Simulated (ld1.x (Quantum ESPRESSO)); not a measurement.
**An all-electron radial function and its pseudo partner (gallium)**

Columns: radius, all-electron u(r) and pseudo u(r) of the 4p shell (level -2.74 eV) of gallium in the configuration [Ar] 3d10 4s2 4p1; LDA (PZ), scalar-relativistic, TM semilocal scheme, ld1.x (Quantum ESPRESSO) 7.5.

```
r (bohr)  all-electron  pseudo
   0.082        0.1132  0.0024
   0.165        0.0944  0.0097
   0.248       -0.0208  0.0212
   0.330       -0.1288  0.0362
   0.413       -0.1936  0.0538
   0.495       -0.2114  0.0728
   0.578       -0.1934  0.0927
   0.660       -0.1520  0.1124
   0.742       -0.0969  0.1320
   0.825       -0.0344  0.1521
   0.908        0.0301  0.1729
   0.990        0.0926  0.1952
   1.072        0.1523  0.2200
   1.155        0.2085  0.2483
   1.238        0.2602  0.2802
   1.320        0.3064  0.3145
   1.402        0.3479  0.3502
   1.485        0.3852  0.3856
   1.568        0.4181  0.4181
   1.650        0.4465  0.4465
   1.733        0.4713  0.4713
   1.815        0.4922  0.4922
   1.898        0.5101  0.5101
   1.980        0.5248  0.5248
   2.062        0.5367  0.5367
   2.145        0.5463  0.5463
```

Task: How many radial nodes do the two functions have?

Result: The all-electron 4p function has n − l − 1 = 2; the pseudo-wave has 0, since the states of the same l below it are removed with the core.

Task: At about which radius was the pseudo-wave matched?

Result: 1.65 bohr. The columns agree to 0.0005 from 1.49 bohr on; several derivatives are matched, so the curves merge somewhat inside the radius.

Task: Is the pseudo-wave norm-conserving?

Result: Yes: the TM semilocal scheme keeps the norm inside the radius equal to the all-electron one, which fixes the energy derivative of the logarithmic derivative at the level.
